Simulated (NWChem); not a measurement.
System: CH6BNO2; SMILES COB(N)O

Output (shortened):

```
             Northwest Computational Chemistry Package (NWChem) 7.3.0
             --------------------------------------------------------

                             Geometry "geometry" -> ""
                             -------------------------

 Output coordinates in angstroms (scale by  1.889725989 to convert to a.u.)

  No.       Tag          Charge          X              Y              Z
 ---- ---------------- ---------- -------------- -------------- --------------
    1 B                    5.0000    -0.07529000    -0.53267900     0.00000000
    2 O                    8.0000    -0.89057800    -1.64870600     0.00000000
    3 H                    1.0000    -0.38429000    -2.47640500     0.00000000
    4 O                    8.0000    -0.75141900     0.67236800     0.00000000
    5 C                    6.0000    -0.05653800     1.89197800     0.00000000
    6 H                    1.0000     0.59013500     2.01541300    -0.90185200
    7 H                    1.0000    -0.79135800     2.72270100     0.00000000
    8 H                    1.0000     0.59013500     2.01541300     0.90185200
    9 N                    7.0000     1.35192400    -0.59998700     0.00000000
   10 H                    1.0000     1.94719700     0.22576500     0.00000000
   11 H                    1.0000     1.88045600    -1.46971800     0.00000000

 Effective nuclear repulsion energy (a.u.)     174.8795631917

                              NWChem Property Module
                              ----------------------

  itol2e modified to match energy
  convergence criterion.

                                 NWChem DFT Module
                                 -----------------

 Summary of "ao basis" -> "ao basis" (spherical)
 ------------------------------------------------------------------------------
       Tag                 Description            Shells   Functions and Types
 ---------------- ------------------------------  ------  ---------------------
 B                          cc-pvtz                 10       30   4s3p2d1f
 O                          cc-pvtz                 10       30   4s3p2d1f
 H                          cc-pvtz                  6       14   3s2p1d
 C                          cc-pvtz                 10       30   4s3p2d1f
 N                          cc-pvtz                 10       30   4s3p2d1f

  itol2e modified to match energy
  convergence criterion.

[...]

          -----------------------
          Electric field gradient
          -----------------------

 1 a.u. = 0.324123 10**(16) esu/cm**3  ( or statvolts/cm**2 ) = 0.97174 10**(22) v/m**2

 ------------------------------------------------------------
   Atom      X         Y         Z
 ------------------------------------------------------------
    1 B   -0.14228  -1.00662   0.00000
 ------------------------------------------------------------

 Electric field gradient in molecular frame (a.u.)
         XX             YY             ZZ             XY             XZ             YZ
 ------------------------------------------------------------------------------------------
        0.142970       0.127198      -0.270169       0.005499       0.000000      -0.000000

 Principal components (a.u.) and orientation
 of principal axis w.r.t. absolute frame                      Asymmetry parameter eta
 --------------------------------------------------------------------------------------
       -0.270169       0.144698       0.125471                       0.071168

       -0.000000       0.954014      -0.299762
        0.000000       0.299762       0.954014
        1.000000      -0.000000      -0.000000

 ------------------------------------------------------------
   Atom      X         Y         Z
 ------------------------------------------------------------
    2 O   -1.68295  -3.11560   0.00000
 ------------------------------------------------------------

 Electric field gradient in molecular frame (a.u.)
         XX             YY             ZZ             XY             XZ             YZ
 ------------------------------------------------------------------------------------------
        0.286256      -1.303137       1.016882       0.403498      -0.000000      -0.000000

 Principal components (a.u.) and orientation
 of principal axis w.r.t. absolute frame                      Asymmetry parameter eta
 --------------------------------------------------------------------------------------
       -1.399706       1.016882       0.382824                       0.452993

       -0.232755      -0.000000       0.972535
        0.972535      -0.000000       0.232755
       -0.000000       1.000000       0.000000

 ------------------------------------------------------------
   Atom      X         Y         Z
 ------------------------------------------------------------
    3 H   -0.72620  -4.67973   0.00000
 ------------------------------------------------------------

 Electric field gradient in molecular frame (a.u.)
         XX             YY             ZZ             XY             XZ             YZ
 ------------------------------------------------------------------------------------------
        0.039057      -0.280250       0.241193       0.289944       0.000000      -0.000000

 Principal components (a.u.) and orientation
 of principal axis w.r.t. absolute frame                      Asymmetry parameter eta
 --------------------------------------------------------------------------------------
       -0.451590       0.241193       0.210398                       0.068192

       -0.508750       0.000000       0.860914
        0.860914       0.000000       0.508750
        0.000000       1.000000      -0.000000

 ------------------------------------------------------------
   Atom      X         Y         Z
 ------------------------------------------------------------
    4 O   -1.41998   1.27059   0.00000
 ------------------------------------------------------------

[...]
```

Level: B3LYP/cc-pVTZ. Structure relaxed at the PBE-D3(BJ)/def2-SVP level. B3LYP is NWChem's, with the RPA form of VWN correlation. NWChem prints the field gradient with the sign opposite to the second derivative of the potential.

Which NWChem input produces such a log?

Several could match; the one computed here: the input that was run:
```
start job
memory heap 200 mb stack 900 mb global 1100 mb
geometry units angstroms noautosym nocenter noautoz
  B     -0.075290    -0.532679     0.000000
  O     -0.890578    -1.648706     0.000000
  H     -0.384290    -2.476405     0.000000
  O     -0.751419     0.672368     0.000000
  C     -0.056538     1.891978     0.000000
  H      0.590135     2.015413    -0.901852
  H     -0.791358     2.722701     0.000000
  H      0.590135     2.015413     0.901852
  N      1.351924    -0.599987     0.000000
  H      1.947197     0.225765     0.000000
  H      1.880456    -1.469718     0.000000
end
basis spherical
  * library cc-pvtz
end
dft
  xc b3lyp
  iterations 150
  semidirect filesize 400000000
end
property
  efieldgrad
end
task dft property
```
